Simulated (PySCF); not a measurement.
Compound: C3H12Si3.
Atom-mapped SMILES: `[SiH3:1][SiH:2]([SiH3:3])[CH:4]1[CH2:5][CH2:6]1` (hydrogens: H7, H8, H9 on Si1; H10 on Si2; H11, H12, H13 on Si3; H14 on C4; H15, H16 on C5; H17, H18 on C6)

All values: CAM-B3LYP/def2-SVPD (PySCF, non-relativistic), on one gas-phase PBE0-D3(BJ)/def2-SVP geometry that isn't relaxed in the solvent. The solvent is an IEF-PCM continuum (cavity from Bondi-type radii × 1.2). Specific hydrogen bonds and non-electrostatic terms are outside this model.

Gas phase at CAM-B3LYP/def2-SVPD: HOMO -8.73 eV, LUMO 0.89 eV, dipole 1.09 D.

Question: What does the continuum do to the energy, the frontier levels and the dipole at CAM-B3LYP/def2-SVPD in acetone and dimethylsulfoxide?

Answer: 
| solvent | ε | E(solvent) − E(gas) (kJ/mol) | polarisation term (kJ/mol) | distortion of the solute (kJ/mol) | HOMO (eV) | LUMO (eV) | dipole (D) |
| --- | --- | --- | --- | --- | --- | --- | --- |
| acetone | 20.49 | -4.58 | -5.01 | 0.43 | -8.60 | 0.98 | 1.34 |
| dimethylsulfoxide | 46.83 | -4.80 | -5.28 | 0.48 | -8.60 | 0.98 | 1.35 |

Polarisation term: ½ Σ q·V over the induced surface charges. Distortion: the rise of the solute's own energy as its density leaves the gas-phase optimum. From acetone to dimethylsulfoxide the lowering changes by a factor 1.05, Onsager's factor (ε − 1)/(2ε + 1) by 1.04 and ε itself by 2.3.

Question: Which radius a makes the point-dipole formula ΔE = −[(ε − 1)/(2ε + 1)]·μ²/a³ give the value in dimethylsulfoxide, with the gas-phase dipole?

Answer: μ = 0.430 au and |ΔE| = 0.00183 Eh give a = 1.94 Å; the farthest nucleus lies 3.71 Å from the centroid of the nuclei, so such a sphere wouldn't even hold the nuclei. The formula assumes a rigid point dipole at the centre of a sphere.

Question: How does the static polarisability (CAM-B3LYP/def2-SVPD, frozen core, with the continuum's full static response) change?

Answer: 
| medium | isotropic (au) | principal values (au) | ⟨r²⟩ of the electrons (bohr²) |
| --- | --- | --- | --- |
| gas | 124.6 | 102.3, 135.0, 136.5 | 1511.0 |
| acetone | 172.0 | 148.7, 180.6, 186.6 | 1511.7 |
| dimethylsulfoxide | 175.0 | 152.2, 183.2, 189.5 | 1511.7 |

The isotropic value in dimethylsulfoxide is 1.40 times the gas-phase one; no cavity-field correction is applied. ⟨r²⟩ is taken about the centre of nuclear charge.

Conformer computed: `[SiH3:1][SiH:2]([SiH3:3])[CH:4]1[CH2:5][CH2:6]1`: Si1–Si2–C4–C5 84°.
